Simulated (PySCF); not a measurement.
Choosing a molecule for a target property.

All species are isolated and taken at one optimised geometry, non-relativistic unless stated; the electronic structure was computed with PySCF and density fitting.

Dipoles, sizes and rotational constants follow the conformer. The torsions of the flexible species, by atom-mapped SMILES:
- `[F:1][CH:2]([F:3])[CH2:4][CH2:5][S:6][CH2:7][SiH3:8]`: F1–C2–C4–C5 -73°, C2–C4–C5–S6 -63°, C4–C5–S6–C7 -69°, C5–S6–C7–Si8 -61°
- `[CH3:1][N:2]([CH3:3])[SiH2:4][C@@H:5]([F:6])[CH2:7][CH2:8][F:9]`: C1–N2–Si4–C5 165°, N2–Si4–C5–F6 84°, Si4–C5–C7–C8 -55°, C5–C7–C8–F9 75°
- `[CH2:1]=[CH:2][SiH2:3][C@@H:4]1[S:5][C@@H:6]1[CH:7]([F:8])[F:9]`: C1–C2–Si3–C4 130°, C2–Si3–C4–S5 162°, S5–C6–C7–F8 103°

(1) Wanted: dipole moment above 2.4 D (PBE0/pcSseg-1) and HOMO–LUMO gap above 6 eV (PBE0/pcSseg-1), at GFN2-xTB geometries. Which candidate meets both?
A. `CN(C)[SiH2][C@@H](F)CCF`
B. `C(#C/C=N\[H])C1[SiH2]CC=1`
C. `FC(CCSC[SiH3])F`
D. `C=C[SiH2][C@@H]1S[C@@H]1C(F)F`

## Answers

(1) C. Computed values:
```csv
species,dipole moment,HOMO–LUMO gap
CN(C)[SiH2][C@@H](F)CCF,1.31 D,7.44 eV
C=C[SiH2][C@@H]1S[C@@H]1C(F)F,2.07 D,6.20 eV
FC(CCSC[SiH3])F,2.72 D,6.88 eV
C(#C/C=N\[H])C1[SiH2]CC=1,3.85 D,5.62 eV
```
